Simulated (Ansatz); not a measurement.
`CN([SiH3])B[SiH3]` + `OCO` → `OCOB[SiH3]` + `CN[SiH3]`  (ligand exchange at a B–N bond)

Isolated molecules relaxed with PBE0-D4/def2-TZVP in Ansatz; ΔE leaves out vibrations. CCSD(T)/CBS is the MP2 limit (def2-TZVPP, def2-QZVPP) plus CCSD(T) − MP2 in def2-TZVPP, frozen cores. This one scheme is used for every species. Functionals use def2-TZVPP. B3LYP here is the variant with VWN-RPA as its local correlation; programs differ in this. One conformer a species, not always the lowest.

```
             level  ΔE (kcal/mol)
           PBE0-D4            3.4
          B3LYP-D4            2.1
           ωB97M-V            2.2
            B2PLYP            1.7
   CCSD/def2-TZVPP            2.4
CCSD(T)/def2-TZVPP            3.1
    MP2/def2-QZVPP            3.7
SCS-MP2/def2-QZVPP            2.7
```

Question: What does CCSD(T)/CBS give? (An estimate is asked.)

Answer: The calculation gave: +3.2 kcal/mol. The listed levels differ from it by 0.2, -1.1, -1.0, -1.5, -0.8, -0.1, 0.5, -0.5 kcal/mol.

Largest T1 diagnostic among the species: 0.014.

The D4 term adds +1.3 kcal/mol with B3LYP and +0.8 kcal/mol with PBE0; it sums over pairs of atoms, weighted by their polarisabilities, and B3LYP, whose exchange is more repulsive, gets the larger term. In def2-TZVPP, CCSD(T) changes the Hartree–Fock value by +4.5 kcal/mol (the triples alone add +0.7 kcal/mol) and MP2 by +5.2 kcal/mol.
